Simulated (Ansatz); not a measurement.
Abridged output of a molecular run in Ansatz:

```
Functional definition: HF
1771 factors; integrals over basis functions are off by at most 1.1e-3 eV
mean field evaluation 1: about -14198.7774 eV, gradient 4.5e1 eV
mean field evaluation 2: about -14198.9989 eV, gradient 4.5e1 eV
mean field evaluation 4: about -14203.9543 eV, gradient 4.8e0 eV
mean field evaluation 8: about -14204.0418 eV, gradient 3.1e-1 eV
mean field evaluation 16: about -14204.0424 eV, gradient 1.4e-6 eV
mean field -14204.04244712 eV, -521.9889320859 hartree, gradient 1.4e-6 eV, S^2 0.000000; 0 other end points of the search recorded, 0 dependent functions left out
9 core orbitals not correlated: weight in the atoms' cores, before any rotation towards them, 1.000 or more for the frozen orbitals, at most 0.000 for the correlated occupied ones
reference -14204.04244712 eV, -521.9889320859 hartree; 16, 16 occupied and 281, 281 virtual orbitals, 1771 factors
second order -23.78569243 eV of doubles, -0.00000000 eV of singles
cycle   1  -24.83604299 eV  change    -1.1e0 eV  update   1.0e-1
cycle   2  -25.44532994 eV  change   -6.1e-1 eV  update   3.1e-2
cycle   3  -25.56064929 eV  change   -1.2e-1 eV  update   1.6e-2
cycle   4  -25.55197784 eV  change    8.7e-3 eV  update   4.0e-3
cycle   5  -25.55063029 eV  change    1.3e-3 eV  update   1.7e-3
cycle   6  -25.55064622 eV  change   -1.6e-5 eV  update   5.1e-4
cycle   7  -25.55043887 eV  change    2.1e-4 eV  update   1.8e-4
cycle   8  -25.55046135 eV  change   -2.2e-5 eV  update   6.1e-5
cycle   9  -25.55049028 eV  change   -2.9e-5 eV  update   1.9e-5
perturbative correction -0.93082159 eV, -0.0342070625 hartree
Total energy: -14230.52375899 eV, -522.9621023473 hartree
```

Its atoms:

Z-matrix (Å, degrees):
```
C
B 1 1.574
H 1 1.093 2 112.0
H 1 1.097 2 108.3 3 116.7
H 1 1.094 2 114.5 3 -123.7
C 2 1.569 1 122.2 3 -41.5
O 2 1.367 1 121.0 3 138.6
H 6 1.094 2 111.4 1 -46.9
H 6 1.097 2 109.5 1 69.8
H 6 1.091 2 113.1 1 -170.0
H 7 0.961 2 112.6 1 -1.6
H 10 3.006 6 105.0 2 60.7
P 12 1.417 10 112.5 6 -12.6
H 13 1.420 12 93.7 10 155.2
H 13 1.418 12 93.4 10 -111.1
```

Which basis set was used?
A. def2-TZVPP
B. def2-TZVPPD
C. def2-SVP
D. def2-QZVPP

A. It gives 306 functions.

Write the keys of the input that set method, charge and spin (a neutral closed shell needs none for the last two).


```yaml
correlation: {method: ccsd_t}
```
